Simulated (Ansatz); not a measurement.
```yaml
crystal:
  periodic: [false, false, false]
  atoms:
    - {symbol: S, position_ang: [1.470583, -2.004588, 1.525566]}
    - {symbol: Al, position_ang: [0.418869, -0.587387, 0.286783]}
    - {symbol: O, position_ang: [0.071776, -0.334773, -1.377206]}
    - {symbol: C, position_ang: [-0.635773, 0.832112, -0.956021]}
    - {symbol: O, position_ang: [-0.496020, 0.857890, 0.465742]}
    - {symbol: H, position_ang: [1.141911, -1.303356, 2.627895]}
    - {symbol: H, position_ang: [-1.693416, 0.754433, -1.231343]}
    - {symbol: H, position_ang: [-0.185929, 1.728470, -1.397214]}
basis:
  gaussian: {orbitals: aug-cc-pVTZ}
hamiltonian: {xc: {name: HF}}
correlation: {active_space: {window: {electrons: 3, orbitals: 2}}}
```

```sh
$ ansatz run in.yaml --threads 2 --pin off --events-out ev --progress --plain --max-ram 4352MiB
```

Question: How does Ansatz answer? (Estimate.)

Answer: The calculation gave: The run stopped with an error.
```
Functional definition: HF
1793 factors; integrals over basis functions are off by at most 1.1e-3 eV
mean field evaluation 1: about -22553.2057 eV, gradient 4.9e1 eV
mean field evaluation 2: about -22553.4563 eV, gradient 4.9e1 eV
mean field evaluation 4: about -22558.2497 eV, gradient 3.5e0 eV
mean field evaluation 8: about -22558.3239 eV, gradient 3.1e-1 eV
mean field evaluation 16: about -22558.3246 eV, gradient 2.2e-6 eV
mean field -22558.32459685 eV, -829.0031383528 hartree, gradient 2.2e-6 eV, S^2 0.000000; 0 other end points of the search recorded, 0 dependent functions left out
reference -22558.32459685 eV, -829.0031383528 hartree; 27, 27 occupied and 280, 280 virtual orbitals, 1793 factors
Error: 3 electrons in 2 orbitals form no window around the highest filled level of the reference
```
